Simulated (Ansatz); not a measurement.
`CO[Si](C)(O)F` and `CO[Si](C)(N)F` differ in one atom or group.

Ansatz, PBE0-D4/def2-TZVP geometries, multiplicity 1. Each molecule was computed in one conformer, which needn't be the lowest.

```tsv
property	`CO[Si](C)(O)F`
LUMO energy (PBE0/def2-TZVPP) / eV	0.89
LUMO energy (ωB97M-V/def2-TZVPP) / eV	2.33
HOMO–LUMO gap (PBE0/def2-TZVPP) / eV	9.35
HOMO energy (ωB97M-V/def2-TZVPP) / eV	-10.86
size of the dipole moment (B3LYP/def2-TZVPP) / D	1.47
LUMO energy (B3LYP/def2-TZVPP) / eV	0.51
```

Q: What does the change do to each property? (An estimate is asked.)

A: The calculation gave: 
| property | `CO[Si](C)(N)F` | shift |
| --- | --- | --- |
| LUMO energy (PBE0/def2-TZVPP) / eV | 0.85 | -0.04 |
| LUMO energy (ωB97M-V/def2-TZVPP) / eV | 2.23 | -0.10 |
| HOMO–LUMO gap (PBE0/def2-TZVPP) / eV | 8.48 | -0.87 |
| HOMO energy (ωB97M-V/def2-TZVPP) / eV | -10.03 | 0.83 |
| size of the dipole moment (B3LYP/def2-TZVPP) / D | 2.04 | 0.57 |
| LUMO energy (B3LYP/def2-TZVPP) / eV | 0.49 | -0.02 |

Dipoles are sizes alone; their direction can turn.

B3LYP here is the variant with VWN-RPA as its local correlation; programs differ in this.
